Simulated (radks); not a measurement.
Results of a calculation; reference values are marked as such.
Trend from Zr to Cd: ionisation energy by Delta-SCF between NIST ground configurations, and size. Code: a radial shooting solver on a logarithmic mesh with Libxc functionals. Model: non-relativistic Kohn-Sham, PBEsol, spin-polarised, spherical densities, point nucleus; open shells are filled with parallel spins first (spin-orbit coupling, left out, can overturn this in heavy ions).

species	configuration	configuration of the ion	IE (eV)	NIST (eV)	kind	-e(HOMO) (eV)	outermost	<r> outermost (bohr)
Zr	[Kr] 4d2 5s2	[Kr] 4d2 5s1	6.228	6.634	exp.	3.935 (5s)	5s	3.91
Nb	[Kr] 4d4 5s1	[Kr] 4d4	6.836	6.759	exp.	3.927 (4d)	5s	3.69
Mo	[Kr] 4d5 5s1	[Kr] 4d5	7.078	7.092	exp.	4.333 (5s)	5s	3.56
Tc	[Kr] 4d5 5s2	[Kr] 4d5 5s1	6.600	7.119	exp.	4.117 (5s)	5s	3.62
Ru	[Kr] 4d7 5s1	[Kr] 4d7	7.310	7.361	exp.	4.190 (4d)	5s	3.41
Rh	[Kr] 4d8 5s1	[Kr] 4d8	7.345	7.459	exp.	4.409 (5s)	5s	3.36
Pd	[Kr] 4d10	[Kr] 4d9	9.092	8.337	exp.	4.111 (4d)	4d	1.57
Ag	[Kr] 4d10 5s1	[Kr] 4d10	7.368	7.576	exp.	4.352 (5s)	5s	3.28
Cd	[Kr] 4d10 5s2	[Kr] 4d10 5s1	8.495	8.994	exp.	5.315 (5s)	5s	3.01

Reference values: NIST Atomic Spectra Database (exp. = measured, semi-emp. = semi-empirical, theory = theoretical value adopted there). Relativity is left out here, which matters for elements this heavy. Open shells are spherical and high-spin; term and fine-structure splittings are not resolved.
